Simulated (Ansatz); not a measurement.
`FC(S)[SeH]` + H₂ → H₂Se + `FCS` at 500 K and 1 bar (hydrogenolysis of the Se–C bond).

Gas-phase electronic energies from Ansatz, PBE0-D4/def2-TZVP geometries. CCSD(T)/CBS is the MP2 limit (def2-TZVPP, def2-QZVPP) plus CCSD(T) − MP2 in def2-TZVPP, frozen cores. This one scheme is used for every species. For Se outer-core shells are correlated without core-valence functions, which leaves a few kJ/mol of doubt a bond. Scalar relativity is left out up to krypton. One conformer a species, not always the lowest.

```csv
species,CCSD(T)/CBS energy (Eh),H − E (kJ/mol),S (J/(mol·K))
`FC(S)[SeH]`,-2938.10343,134.0,376.2
H₂,-1.17544,41.0,145.5
H₂Se,-2401.89790,53.1,237.8
`FCS`,-537.40796,130.0,305.7
```

H − E and S are ideal-gas, rigid-rotor, harmonic terms from PBE0-D4/def2-TZVP, for one conformer and one mirror image of each species. For small species the MP2-based limit differs from directly extrapolated CCSD(T) by up to some mEh (0.8 for H₂); such offsets cancel only in part. 1 Eh = 2625.50 kJ/mol, R = 8.31446 J/(mol·K).

Question: By hand: ΔE, ΔH, ΔS and ΔG.

Answer: ΔE = (-2401.89790) + (-537.40796) − (-2938.10343) − (-1.17544) = -0.02699 Eh = -70.9 kJ/mol. Δ(H − E) = 53.1 + 130.0 − 134.0 − 41.0 = 8.1, so ΔH = -62.8 kJ/mol. ΔS = 237.8 + 305.7 − 376.2 − 145.5 = 21.8 J/(mol·K). ΔG = -62.8 − 500 × (21.8)/1000 = -73.7 kJ/mol.

Question: By hand: the equilibrium constant, and the temperature at which ΔG would vanish if ΔH and ΔS stayed fixed.

Answer: log₁₀ K = −ΔG/(RT ln 10) = 7.7. ΔH and −TΔS have one sign here, so there is no such temperature.

ΔH outweighs TΔS. A doubt of 5 kJ/mol in ΔE shifts log₁₀ K by 0.5 here. Other conformers and mirror images would add mixing entropy, several J/(mol·K) or more a flexible species. These are equilibria of isolated gas molecules and say nothing of rates. Largest T1 diagnostic: 0.011 (customary marks: 0.02 for closed shells, 0.045 for open ones).
